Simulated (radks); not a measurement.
Values are calculated unless marked as measured or tabulated.
Excited configurations of Ba: one electron is placed in a higher orbital outside [Xe] 6s1. The ground configuration is [Xe] 6s2. Code: a radial shooting solver on a logarithmic mesh with Libxc functionals. Model: scalar-relativistic Kohn-Sham, PBE, spin-polarised, spherical densities, finite nucleus; open shells are filled with parallel spins first (spin-orbit coupling, left out, can overturn this in heavy ions); Fermi nuclear charge, rms radius 4.8378 fm. Excitation = E - E(ground); binding = E(ion) - E, where the ion is the core of charge +1; n* = 1/sqrt(2 binding) in atomic units, and the quantum defect is n - n*.

| outer orbital | excitation (eV) | binding (eV) | quantum defect | <r> (bohr) |
|---|---|---|---|---|
| 4f | 3.960 | 1.246 | 0.695 | 13.21 |
| 5d | 0.922 | 4.283 | 3.218 | 3.862 |
| 5f | 4.218 | 0.987 | 1.288 | 16.22 |
| 7s | 3.110 | 2.095 | 4.452 | 10.73 |
| 7p | 3.604 | 1.602 | 4.086 | 13.34 |
| 7d | 4.215 | 0.990 | 3.293 | 20.81 |

The Delta-SCF ionisation energy is 5.205 eV (NIST Atomic Spectra Database: 5.212 eV, measured). Self-interaction in the functional shifts the binding energies and quantum defects, so they are the method's values and not measured ones.
